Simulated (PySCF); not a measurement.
Geometry:
```csv
atom,x (Å),y (Å),z (Å)
C1,-1.132,-1.279,-0.595
C2,-1.237,0.170,-0.112
C3,-2.699,0.612,-0.018
C4,-0.550,0.297,1.236
N5,-0.927,-0.209,2.323
C6,0.719,1.113,1.257
C7,1.654,0.647,0.252
C8,2.407,0.242,-0.597
Si9,3.570,-0.401,-1.875
H10,-1.619,-1.956,0.106
H11,-0.087,-1.569,-0.685
H12,-1.609,-1.387,-1.566
H13,-0.719,0.811,-0.832
H14,-3.255,-0.017,0.676
H15,-3.174,0.543,-0.994
H16,-2.765,1.642,0.327
H17,-1.788,-0.749,2.279
H18,1.169,1.044,2.250
H19,0.465,2.159,1.054
H20,4.733,-0.976,-1.196
H21,3.971,0.710,-2.743
H22,2.863,-1.426,-2.650
```

Theory: shielding tensors at PBE0/pcSseg-1 (GIAO), geometry: GFN2-xTB, in PySCF (relativity neglected, no solvent, fast rotation and ring inversion assumed for equivalent nuclei, one conformer).

References, each an isolated molecule treated in the same way: $^{13}$C (σ = 186.93 ppm) and $^{1}$H (σ = 31.72 ppm) and $^{29}$Si (σ = 349.16 ppm) against TMS; $^{15}$N (σ = 267.73 ppm) against NH3.

```csv
atoms,nucleus,count,Hirshfeld charge,δ (ppm)
N5,$^{15}$N,1,-0.23,332.1
C6,$^{13}$C,1,-0.06,37.5
H10/H11/H12/H14/H15/H16,$^{1}$H,6,0.04,1.14
H13,$^{1}$H,1,0.04,2.79
C8,$^{13}$C,1,-0.17,?
C4,$^{13}$C,1,0.11,188.3
Si9,$^{29}$Si,1,0.34,-99.5
H17,$^{1}$H,1,0.10,10.45
C2,$^{13}$C,1,-0.02,36.9
C7,$^{13}$C,1,-0.02,?
C1/C3,$^{13}$C,2,-0.12,?
H20/H21/H22,$^{1}$H,3,-0.07,4.27
H18/H19,$^{1}$H,2,0.06,?
```

Estimate the values marked ?.

## Answers


- C7: 116.6 ppm, carbon bonded to 2 C
- C8: 82.1 ppm, carbon bonded to C, Si
- C1/C3: 24.2 ppm, carbon bonded to C, 3 H
- H18/H19: 3.43 ppm, hydrogen on a carbon bonded to 2 C

The OH or NH signal is concentration- and solvent-dependent in practice; the value given is the gas-phase one. Shifts are as computed. Against solution values, carbons near 30 ppm lie about +3 ppm off and those near 130 ppm about +5 ppm. Of 1211 compounds with measured shifts, 218 miss one by over three times the rms of a fit or turn the order of signals round; such compounds aren't used in these exercises. Experimental scales use liquid or dissolved standards, which lie at an offset from isolated NH3 (liquid NH3: subtract about 20 ppm). Unscaled 15N shifts of sp2 nitrogen come out 20 to 40 ppm too high even then.
